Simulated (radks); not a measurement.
Gd IV, configuration [Xe] 4f4.5 5d2.5 (fractional occupations, a model configuration).

All-electron calculation, scalar-relativistic Kohn-Sham, SCAN, spin-polarised, spherical densities, finite nucleus; open shells are filled with parallel spins first (spin-orbit coupling, left out, can overturn this in heavy ions); meta-GGA in the generalised Kohn-Sham scheme; Fermi nuclear charge, rms radius 5.1569 fm. Program: a radial shooting solver on a logarithmic mesh with Libxc functionals.

Energy parts (eV):
part                      energy
total                 -306657.23
kinetic                329277.47
electron-nucleus      -745237.80
Hartree                116054.45
exchange-correlation    -6751.35

Orbitals (lengths in bohr, moments of r in powers of bohr; r(90%) holds 90 % of the orbital's charge):
1s up: occ. 1; eigenvalue (eV) -50215.52; r(90%) 0.0396; <r^4> 1.142e-06
1s down: occ. 1; eigenvalue (eV) -50215.52; r(90%) 0.0396; <r^4> 1.142e-06
2s up: occ. 1; eigenvalue (eV) -8353.652; r(90%) 0.144; <r^4> 0.0001816
2s down: occ. 1; eigenvalue (eV) -8353.450; r(90%) 0.144; <r^4> 0.0001815
2p up: occ. 3; eigenvalue (eV) -7434.777; r(90%) 0.134; <r^4> 0.0001359
2p down: occ. 3; eigenvalue (eV) -7434.608; r(90%) 0.134; <r^4> 0.0001359
3s up: occ. 1; eigenvalue (eV) -1902.724; r(90%) 0.358; <r^4> 0.007006
3s down: occ. 1; eigenvalue (eV) -1900.178; r(90%) 0.358; <r^4> 0.006977
3p up: occ. 3; eigenvalue (eV) -1616.036; r(90%) 0.364; <r^4> 0.007372
3p down: occ. 3; eigenvalue (eV) -1613.407; r(90%) 0.363; <r^4> 0.007336
3d up: occ. 5; eigenvalue (eV) -1237.482; r(90%) 0.345; <r^4> 0.005923
3d down: occ. 5; eigenvalue (eV) -1235.287; r(90%) 0.344; <r^4> 0.005882
4s up: occ. 1; eigenvalue (eV) -427.7670; r(90%) 0.787; <r^4> 0.1677
4s down: occ. 1; eigenvalue (eV) -421.9729; r(90%) 0.788; <r^4> 0.1683
4p up: occ. 3; eigenvalue (eV) -332.0858; r(90%) 0.842; <r^4> 0.2170
4p down: occ. 3; eigenvalue (eV) -326.2942; r(90%) 0.842; <r^4> 0.2183
4d up: occ. 5; eigenvalue (eV) -199.4227; r(90%) 0.936; <r^4> 0.3285
4d down: occ. 5; eigenvalue (eV) -193.4831; r(90%) 0.938; <r^4> 0.3334
4f up: occ. 4.5; eigenvalue (eV) -54.8678; r(90%) 1.23; <r^4> 1.080
5s up: occ. 1; eigenvalue (eV) -87.3929; r(90%) 1.81; <r^4> 4.716
5s down: occ. 1; eigenvalue (eV) -84.0046; r(90%) 1.83; <r^4> 4.885
5p up: occ. 3; eigenvalue (eV) -61.9973; r(90%) 2.08; <r^4> 8.137
5p down: occ. 3; eigenvalue (eV) -58.7457; r(90%) 2.09; <r^4> 8.292
5d up: occ. 2.5; eigenvalue (eV) -30.2837; r(90%) 2.86; <r^4> 28.50

The highest occupied level is 5d up at -30.284 eV. The spin density at the nucleus is -1.60 e/bohr^3 (1s -0.07, 2s -1.51, 3s -17.82, 4s 7.42, 5s 10.37). The density falls to 0.001 e/bohr^3 at r = 3.55 bohr. Spin moment in Bohr magnetons: 7.

Empty levels of this run are not shown, since the potential may be unsettled where no density lies.
